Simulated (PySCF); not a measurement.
Correlation energy of As⁺ (arsenic, charge +1)

[Ar] 3d10 4s2 4p2, high-spin 3P determinant. All numbers are calculated (PySCF 2.14, scalar relativity by spin-free X2C-1e, in ANO-RCC-VTZP (6s5p3d1f, 43 functions)). Frozen: [Ne]; 22 electrons correlated.

```json
{"level": "CCSD", "correlation energy (mhartree)": "-139.74"}
{"level": "(T)", "correlation energy (mhartree)": "-5.25"}
{"level": "CCSD(T)", "correlation energy (mhartree)": "-144.99"}
```

Diagnostics: T1 = 0.0053, D1 = 0.0224, largest double amplitude 0.089.

Cost of the coupled-cluster step: about 4 core-seconds, for 22 correlated electrons.
